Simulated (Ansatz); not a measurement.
Basis sets compared for Si(OMe)2Cl2 (C₂H₆Cl₂O₂Si). Total charge 0; singlet. Geometry r2SCAN-D4/def2-SVP. Ansatz on 4 threads of Intel Xeon on a shared host; times are rough, and most runs start from earlier orbitals.

Cartesian coordinates in Å:
```
Si -0.027 0.068 0.236
O 0.006 -1.456 -0.337
C -0.126 -2.636 0.435
H 0.674 -2.708 1.192
H -0.049 -3.495 -0.245
H -1.104 -2.671 0.945
O 0.167 1.058 -1.042
C 0.194 2.473 -0.999
H -0.757 2.878 -0.612
H 0.344 2.840 -2.024
H 1.022 2.837 -0.366
Cl 1.471 0.360 1.623
Cl -1.814 0.452 1.193
```

Binding counts from free atoms (Si triplet, O triplet, C triplet, H doublet, Cl doublet) in the same basis, without a counterpoise term.

```csv
level,functions,energy (Eh),HOMO (eV),LUMO (eV),binding per atom (eV),wall time
HF/STO-3G,53,-1420.9230,-10.23,7.53,3.28,0.56 s
HF/6-31G,87,-1436.7803,-12.91,3.45,2.43,1.4 s
PBE-D4/def2-SVP,140,-1438.9984,-6.94,-0.05,4.10,2.7 s
PBE-D4/def2-TZVP,271,-1439.7043,-7.13,-0.50,4.09,5.5 s
PBE0-D4/def2-SVP,140,-1439.1194,-8.62,0.99,4.01,4.3 s
PBE0-D4/def2-TZVP,271,-1439.8180,-8.74,0.55,4.02,9.6 s
r2SCAN0-D4/def2-TZVP,271,-1440.2481,-8.99,0.81,3.97,14 s
```

(1) Estimate the rows for PBE-D4/def2-TZVPD, PBE0-D4/def2-TZVPD, r2SCAN0-D4/def2-TZVPD.

Results:

(1) 
```tsv
level	functions	energy (Eh)	HOMO (eV)	LUMO (eV)	binding per atom (eV)	wall time
PBE-D4/def2-TZVPD	343	-1439.7076	-7.19	-0.90	4.09	12 s
PBE0-D4/def2-TZVPD	343	-1439.8206	-8.78	-0.14	4.02	20 s
r2SCAN0-D4/def2-TZVPD	343	-1440.2502	-9.02	0.23	3.97	26 s
```
